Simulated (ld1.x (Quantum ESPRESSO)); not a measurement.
# Transferability test, RRKJ potential for Ga

* Element: Ga
* Generator: ld1.x (Quantum ESPRESSO) 7.5
* Type: norm-conserving RRKJ (Kleinman–Bylander form)
* Functional: PBE
* Relativity: fully relativistic
* Frozen core: [Ar]
* Valence charge: 13
* Reference configuration: 3d10 4s1.5 4p1.5
* Partial waves: 4s (bound): rc 1.75 bohr; 4p (bound): rc 2.75 bohr; 3d (bound): rc 0.90 bohr
* Local potential: the d channel
* Core correction: none
* rho0: 0.02

Open shells are filled in proportion to 2j + 1 (rel_dist='average').

Energies are relative to the spin-unpolarised reference configuration 3d10 4s1.5 4p1.5; without spin polarisation the order of configurations can differ from experiment. Not all tests gave a result: 1 of 7 tests not solved or not reliable. Left out of the table: 3d9 4s2 4p1 (solver errors, printed error -2.3 eV). The d channel is local and has no spin–orbit splitting in the pseudo-atom. The frozen-core shift is the all-electron ΔE with the core orbitals held at their reference shape minus the fully relaxed ΔE.

(1) Give the all-electron excitation energy and the error of the potential for: 3d10 4s2 4p1; 3d10 4s2 4p0; 3d10 4s1 4p0; 3d10 4s1 4p2; 3d10 4s1 4p1; 3d10 4s0 4p3.

Levels in the configuration 3d10 4s2 4p0:

```csv
level,all-electron (eV),pseudo (eV)
3d j=3/2,-27.696,-27.368
3d j=5/2,-27.234,-27.368
4s j=1/2,-16.330,-16.328
```

Note: ghost states, extra bound levels that the all-electron valence spectrum of the same l lacks: s at -492.3 eV, p3/2 at -259.4 eV, p1/2 at -253.4 eV. A true bound ghost makes a file unfit for plane-wave use. The potential misses its own reference levels by up to 0.3 eV.

Results:

(1)

```json
{"valence configuration": "3d10 4s2 4p1", "charge": "0", "ΔE all-electron (eV)": "-3.227", "error AE − PS (meV)": "+0.6", "frozen-core shift (meV)": "+0.1"}
{"valence configuration": "3d10 4s2 4p0", "charge": "+1", "ΔE all-electron (eV)": "2.462", "error AE − PS (meV)": "+1.4", "frozen-core shift (meV)": "+0.1"}
{"valence configuration": "3d10 4s1 4p0", "charge": "+2", "ΔE all-electron (eV)": "23.590", "error AE − PS (meV)": "+19", "frozen-core shift (meV)": "+1.2"}
{"valence configuration": "3d10 4s1 4p2", "charge": "0", "ΔE all-electron (eV)": "3.308", "error AE − PS (meV)": "+0.7", "frozen-core shift (meV)": "+0.1"}
{"valence configuration": "3d10 4s1 4p1", "charge": "+1", "ΔE all-electron (eV)": "9.833", "error AE − PS (meV)": "+3.5", "frozen-core shift (meV)": "+0.2"}
{"valence configuration": "3d10 4s0 4p3", "charge": "0", "ΔE all-electron (eV)": "10.140", "error AE − PS (meV)": "+6.8", "frozen-core shift (meV)": "+0.8"}
```
